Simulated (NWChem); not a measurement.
# CH₄BeS; SMILES [BeH][S]C

```xyz
7

Be    -0.6888    -1.6277     0.0003
H     -1.5742    -2.6352    -0.0003
S      0.5962    -0.2064     0.0000
C     -0.5122     1.2769     0.0004
H     -1.2148     1.2674    -0.8536
H      0.1489     2.1580    -0.1001
H     -1.0713     1.3618     0.9508
```
Atoms are numbered in this order, from 1.

Results from NWChem. Pople sets run with spherical d functions. The geometry was optimised at PBE-D3(BJ)/def2-SVP. Level r2SCAN/6-31G*: energy and gradient on several grids; changes count from the extra-fine grid, which is no exact limit either.

Question: Which is the coarsest grid (fine; medium; xcoarse; coarse; xfine) from which on the energy stays within 100 μHa and each gradient component within 200 μHa/bohr of xfine?

Answer: medium.
```csv
grid,size of the energy change (μHa),largest change of a gradient component (μHa/bohr),"time, medium = 1 (rough)"
xcoarse,1000,2000,about 1
coarse,400,300,about 1
medium,50,100,about 1
fine,< 10,< 30,about 1
xfine,< 10,< 30,2
```
